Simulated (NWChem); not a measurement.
SiNH2Cl, singlet; SMILES [Si](Cl)N

```xyz
5

Si     0.7247     0.5943     0.0000
Cl    -0.1493    -1.3357     0.0000
N     -0.7260     1.5052     0.0000
H     -1.6684     1.1226     0.0000
H     -0.7135     2.5210     0.0000
```
Atoms are numbered in this order, from 1.

All runs: NWChem. Geometry optimised at PBE0/def2-SVP; all other runs use it. Pople sets run with spherical d functions. Low-valent species are run as closed-shell singlets; no triplet was tried in these runs. Vzz has the sign of the potential's second derivative.

```
quantity                                                                  level       value
---------------------------------------------------------  --------------------  ----------
solvation free energy (kcal/mol) in N,N-dimethylformamide   B3LYP/def2-SVP, SMD        -4.5
dipole (D)                                                         PBE/def2-SVP        2.84
vertical, lowest excitation, singlet (eV)                  B3LYP/def2-SVPD, TDA        4.80
Vzz N3 (a.u.)                                                        PBE/6-31G*  (withheld)
highest harmonic frequency (cm⁻¹)                                 PBE0/def2-SVP  (withheld)
```

**Question.** Fill in the missing entries.

**Answer.** 
- Vzz N3 (a.u.), value: -0.546
- highest harmonic frequency (cm⁻¹), value: 3690
